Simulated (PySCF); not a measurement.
# The second ionisation energy along group 10

Calculated with PySCF 2.14 from differences of total energies of unrestricted determinants, without spin-orbit coupling. Values in eV. The last column holds reference values (NIST; (s) semi-empirical, (t) theoretical, else measured). Unmarked ones compare directly (S terms, centres of terms, or small fine structure); those marked * lie between the lowest fine-structure levels and include a spin-orbit shift.

```tsv
element	configurations	UHF	LDA	PBE	BP86	MP2 (valence and next inner shell)	SCS-MP2 (valence and next inner shell)	reference
Ni (def2-TZVPPD, non-relativistic)	[Ar] 3d9 → [Ar] 3d8	15.184	19.719	19.035	19.138	19.071	18.589	18.169 *
Pd (def2-TZVPPD with the def2 core potential (28 electrons), ECP)	[Kr] 4d9 → [Kr] 4d8	17.425	20.214	19.727	19.814	19.443	19.198	19.43 ± 0.12 (s) *
Pt (def2-TZVPPD with the def2 core potential (60 electrons), ECP)	[Xe] 4f14 5d9 → [Xe] 4f14 5d8	16.918	19.594	19.155	19.272	18.814	18.598	18.56 ± 0.12 *
```

"Valence" correlates the outer s and p shells and, in groups 3 to 12 and the f block, the outer d or f shell, open or full, or the next shell where the ion has no valence electron left; the wider scheme adds the next inner shell.
